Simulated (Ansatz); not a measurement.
Consider the homolysis of the Al–F bond: `[F][Al]([F])[Br]` → `[F][Al][Br]`• + F•.

Program: Ansatz. Geometries: PBE0-D4/def2-TZVP. ΔE: electronic, gas phase. CCSD(T)/CBS adds triple-zeta CCSD(T) − MP2 to the extrapolated MP2 energy (def2 sets, frozen cores). This one scheme is used for every species, atoms too. Functionals use def2-TZVPP. B3LYP here is the variant with VWN-RPA as its local correlation; programs differ in this. HSE06 is defined as in plane-wave codes. Open shells (•) are unrestricted, without spin–orbit coupling. Spin–orbit coupling would lower the free atoms: a little for F. For Br outer-core shells are correlated without core-valence functions, so the limit isn't a true one: a few kJ/mol of doubt a bond, and 10 to 20 or more in all where bonds break to atoms. Scalar relativity is left out up to krypton.

```
             level  ΔE (kcal/mol)  difference from CCSD(T)/CBS
       LDA (SPW92)          171.0                         13.4
            PBE-D4          152.1                         -5.5
         revPBE-D4          147.0                        -10.6
           BLYP-D4          151.5                         -6.1
            B97M-V          153.5                         -4.1
           PBE0-D4          148.4                         -9.2
          B3LYP-D4          150.7                         -6.9
        r2SCANh-D4          149.6                         -8.0
        r2SCAN0-D4          147.2                        -10.4
          HSE06-D4          148.4                         -9.2
          BHLYP-D4          145.8                        -11.8
           ωB97X-V          154.3                         -3.3
           ωB97M-V          155.1                         -2.5
            B2PLYP          152.9                         -4.7
               PBE          151.6                         -6.0
            revPBE          145.6                        -12.0
              BLYP          150.5                         -7.1
            r2SCAN          151.2                         -6.4
              PBE0          148.0                         -9.6
             B3LYP          149.9                         -7.7
           r2SCANh          149.5                         -8.1
           r2SCAN0          147.1                        -10.5
             HSE06          148.0                         -9.6
             BHLYP          145.2                        -12.4
         CAM-B3LYP          153.4                         -4.2
           LC-ωPBE          152.7                         -4.9
RPA@PBE/def2-TZVPP          140.9                        -16.7
       HF/def2-SVP          114.6                        -43.0
      MP2/def2-SVP          153.7                         -3.9
     CCSD/def2-SVP          146.3                        -11.3
  CCSD(T)/def2-SVP          147.0                        -10.6
     HF/def2-TZVPP          115.7                        -41.9
    MP2/def2-TZVPP          160.0                          2.4
SCS-MP2/def2-TZVPP          156.7                         -0.9
   CCSD/def2-TZVPP          150.9                         -6.7
    MP2/def2-QZVPP          163.0                          5.4
SCS-MP2/def2-QZVPP          160.0                          2.4
      HF/CBS(def2)          116.6                        -41.0
     MP2/CBS(def2)          164.8                          7.2
    CCSD/CBS(def2)          155.7                         -1.9
       CCSD(T)/CBS          157.6                            0
```

Largest T1 diagnostic among the species: 0.012.

From BLYP to BHLYP (50 % exact exchange), in def2-TZVPP and without D4, ΔE moves by −5.2 kcal/mol: exact exchange takes away binding that semilocal exchange gives to molecules. In def2-TZVPP, CCSD(T) changes the Hartree–Fock value by +37.1 kcal/mol (the triples alone add +1.9 kcal/mol) and MP2 by +44.3 kcal/mol; breaking electron pairs costs correlation energy, which Hartree–Fock lacks. The D4 term adds +0.8 kcal/mol with B3LYP and +0.4 kcal/mol with PBE0; it sums over pairs of atoms, weighted by their polarisabilities, and B3LYP, whose exchange is more repulsive, gets the larger term.

CCSD(T)/CBS has its own doubt, a few kJ/mol and more with outer-core shells, so smaller differences from it don't rank the levels.
